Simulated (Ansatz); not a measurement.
Two isomers of BH3OSSi: A = `S[SiH]1BO1`, B = `B1O[SiH2]S1`.

Isolated molecules relaxed with PBE0-D4/def2-TZVP in Ansatz; ΔE leaves out vibrations. CCSD(T)/CBS adds triple-zeta CCSD(T) − MP2 to the extrapolated MP2 energy (def2 sets, frozen cores). Functionals use def2-TZVPP. B3LYP here is the variant with VWN-RPA as its local correlation; programs differ in this. Each species was taken in one conformer, which may not be the lowest.

(1) Which isomer does CCSD(T)/CBS put lower? Give the gap. (An estimate is asked.)

(2) Give E(B) − E(A) in kJ/mol with B2PLYP, PBE-D4, B3LYP, BLYP-D4, MP2/def2-TZVPP, PBE0-D4, ωB97M-V. (An estimate is asked.)

(3) Does the order hold for the free energy at 298.15 K (harmonic terms from PBE0-D4)? (Estimate.)

Largest T1 diagnostic: 0.016.

Answers

(1) The calculation gave: B, by 201.5 kJ/mol.

(2) The calculation gave: B2PLYP -197.5, PBE-D4 -182.2, B3LYP -189.6, BLYP-D4 -180.4, MP2/def2-TZVPP -208.9, PBE0-D4 -196.5, ωB97M-V -197.9. None reverses the order clearly.

(3) Computed: Yes: G(B) − G(A) = -194.0 kJ/mol, for one conformer each.

From r2SCAN to r2SCAN0 (25 % exact exchange), in def2-TZVPP and without D4, E(B) − E(A) moves by −9.5 kJ/mol. Leaving LDA and LC-ωPBE aside and taking each functional with its dispersion term where it has one, the values, not all of them listed here, spread over 28.7 kJ/mol, from PBE-QIDH to BLYP-D4. LDA lies −7.7 kJ/mol from PBE without D4.
